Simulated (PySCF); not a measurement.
## Nuclear quadrupole coupling in `C=Nc1c[n-]c(F)c1`

Compound: C₅H₄FN₂ (charge -1).
SMILES with atom numbers: `[CH2:1]=[N:2][c:3]1[cH:4][n-:5][c:6]([F:7])[cH:8]1` (hydrogens: H9, H10 on C1; H11 on C4; H12 on C8)

Structure used (GFN2-xTB), in Å, numbered top down from 1:
```xyz
12
C5H4FN2 angstrom
C      2.3299   -0.3480    0.0855
N      1.4814    0.5736   -0.1262
C      0.1352    0.3835   -0.0884
C     -0.7916    1.4117   -0.3205
N     -2.0556    0.9869   -0.2311
C     -1.9400   -0.3230    0.0613
F     -3.0744   -1.0826    0.2270
C     -0.6563   -0.7788    0.1678
H      2.1002   -1.3942    0.3202
H      3.3832   -0.0932    0.0323
H     -0.5771    2.4430   -0.5476
H     -0.3337   -1.7797    0.3938
```

Field gradients from the PBE0/pcSseg-1 density (PySCF, non-relativistic), principal values in atomic units, ordered |Vxx| ≤ |Vyy| ≤ |Vzz|:

```json
{"atom": "N2", "Vxx": "0.2584", "Vyy": "0.9449", "Vzz": "-1.2033"}
{"atom": "N5", "Vxx": "0.2918", "Vyy": "0.4977", "Vzz": "-0.7895"}
```

Question: Find the asymmetry η = (Vxx − Vyy)/Vzz and the couplings χ = eQV/h (234.96 MHz × Q in barn × V in au), with Q(14N) = 0.02044 b.

Answer: 
```csv
atom,environment,nucleus,η,χzz (MHz),χxx (MHz),χyy (MHz)
N2,imine nitrogen,14N,0.57,-5.78,1.24,4.54
N5,two-coordinate ring nitrogen,14N,0.26,-3.792,1.401,2.390
```

Question: What is Vzz at N5 in SI units (1 au = 9.71736 × 10²¹ V/m²)?

Answer: -0.7895 au = -7.672 × 10²¹ V/m².

Question: And the gradient at the other heavy atoms, for which no coupling is worked out here?

Answer: 
```json
{"atom": "C1", "environment": "imine carbon", "Vzz (au)": "0.105", "η": "0.80"}
{"atom": "C3", "environment": "aromatic carbon bearing nitrogen", "Vzz (au)": "-0.124", "η": "1.00"}
{"atom": "C4", "environment": "aromatic CH next to a ring nitrogen", "Vzz (au)": "0.143", "η": "0.82"}
{"atom": "C6", "environment": "aromatic C–F carbon", "Vzz (au)": "0.454", "η": "0.49"}
{"atom": "F7", "environment": "aryl fluorine", "Vzz (au)": "2.882", "η": "0.05"}
{"atom": "C8", "environment": "aromatic CH carbon", "Vzz (au)": "-0.035", "η": "0.88"}
```

Were the hydrogens deuterons (Q(2H) = 0.00286 b), χzz would run from 205 kHz (H9) to 239 kHz (H12).

The structure is a single GFN2-xTB conformer in the gas phase; no vibrational or solvent corrections. The pcSseg-1 basis has no diffuse functions, a weakness for an anion. GFN2-xTB bond lengths can be off by several hundredths of an ångström, more for odd bonds, and the gradients follow them. With a basis this small, the couplings can be 20 % off.
